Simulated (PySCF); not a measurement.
SMILES C[CH2][Sn]([Cl])([Cl])[Cl] (C2H5Cl3Sn), B3LYP/def2-SVP optimised geometry.

```
11

C     -1.26    -1.48     3.04
C     -1.62    -2.18     1.73
Sn    -0.84    -1.13     0.00
Cl     1.52    -1.13     0.00
Cl    -1.55    -2.08    -2.04
Cl    -1.52     1.13     0.00
H     -0.17    -1.43     3.19
H     -1.66    -0.46     3.09
H     -1.68    -2.04     3.90
H     -2.71    -2.23     1.57
H     -1.21    -3.20     1.66
```

Density from B3LYP/def2-TZVP, def2 effective core potentials past Kr in PySCF at that geometry. The core electrons that the potentials of Sn replace are not part of the density.

Minimum of the electron density along straight lines between bonded atoms, close to the bond critical point (lines longer than 1.1 times the sum of covalent radii, or with two minima, are not listed):

```csv
bond,length / Å,ρ at the minimum / e bohr⁻³,∇²ρ there / e bohr⁻⁵,position (fraction from the first atom)
C1–C2,1.526,0.243,-0.59,0.49
C2–Sn3,2.170,0.103,0.06,0.48
Sn3–Cl4,2.363,0.084,0.16,0.47
Sn3–Cl5,2.360,0.085,0.16,0.47
Sn3–Cl6,2.364,0.084,0.16,0.47
C1–H7,1.101,0.275,-0.93,0.64
C1–H8,1.101,0.275,-0.93,0.64
C1–H9,1.103,0.272,-0.91,0.64
C2–H10,1.101,0.274,-0.92,0.65
C2–H11,1.101,0.274,-0.92,0.65
```
